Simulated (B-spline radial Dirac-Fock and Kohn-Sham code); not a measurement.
Neutral samarium: differential elastic cross section for electrons at 809 eV

These are calculated numbers from a radial atomic solver; the model is relativistic (Dirac) partial waves in the static field of the Dirac-Fock atom with Furness-McCarthy exchange, without polarisation or absorption potentials.

```
θ (°)  dσ/dΩ (a₀²/sr)  Sherman function
    0             349             0.000
  0.5             344             0.000
    1             328             0.000
    2             276             0.000
    4             152             0.000
    8            39.0             0.001
   12            13.8             0.002
   16            5.89             0.003
   24            1.90            -0.001
   32           0.878            -0.015
   45           0.342            -0.016
   60           0.234             0.058
   75           0.117             0.071
   90          0.0409            -0.207
  105           0.171            -0.045
  120           0.201             0.024
  135          0.0174             0.094
  150           0.238            -0.073
  165            1.09            -0.020
  180            1.61             0.000
```

**Question.** What integrated cross sections go with this distribution?

**Answer.** The total elastic cross section is 13.7 a₀², the first transport cross section 2.93 a₀² and the second, weighted with (3/2) sin²θ, 2.55 a₀². The mean deflection is ⟨1 − cos θ⟩ = 0.213, and 9.7 % of the collisions scatter beyond 90°.

On this grid of angles the cross section has minima near 90°, 135°, from interference among the few low partial waves with large phase shifts.
